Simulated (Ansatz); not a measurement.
C2HCl2 (SMILES Cl/[C]=C/Cl), doublet, at a GFN2-xTB geometry; Ansatz (a first-principles code) with SVWN5/def2-TZVP.

Input for Ansatz:
Ansatz 0.2 input:
```yaml
crystal:
  periodic: [false, false, false]
  atoms:
    - {symbol: Cl, position_ang: [2.16004770, 0.00055285, 0.03645123]}
    - {symbol: C, position_ang: [0.53545126, -0.22134976, 0.00050663]}
    - {symbol: C, position_ang: [-0.54111876, 0.50801697, 0.01043703]}
    - {symbol: Cl, position_ang: [-2.12326455, -0.19554406, -0.04333977]}
    - {symbol: H, position_ang: [-0.59130846, 1.59484734, 0.05144322]}
basis:
  gaussian:
    orbitals: def2-TZVP
    fitting: {mean_field: def2-universal-JKFIT}
hamiltonian:
  xc: {name: SVWN5}
magnetization: {spin_polarized: true, initial_magnetization: 1}
```

Output, abridged:

```
Functional definition: SVWN5
424 factors; integrals over basis functions are off by at most 3.2e-1 eV
mean field evaluation 1: about -27021.0724 eV, gradient 5.3e1 eV
mean field evaluation 2: about -26969.3363 eV, gradient 1.1e2 eV
mean field evaluation 4: about -27033.2608 eV, gradient 1.5e1 eV
mean field evaluation 8: about -27034.3998 eV, gradient 8.3e-2 eV
mean field evaluation 16: about -27034.3992 eV, gradient 3.6e-5 eV
mean field evaluation 32: about -27034.3992 eV, gradient 3.6e-5 eV
mean field -27034.39915479 eV, -993.4958443646 hartree, gradient 3.6e-5 eV, S^2 0.756002; 3 other end points of the search recorded, 0 dependent functions left out
reference -27034.39918560 eV, -993.4958454967 hartree; 24, 23 occupied and 118, 119 virtual orbitals, 424 factors
Total energy: -27034.39918560 eV, -993.4958454967 hartree
```
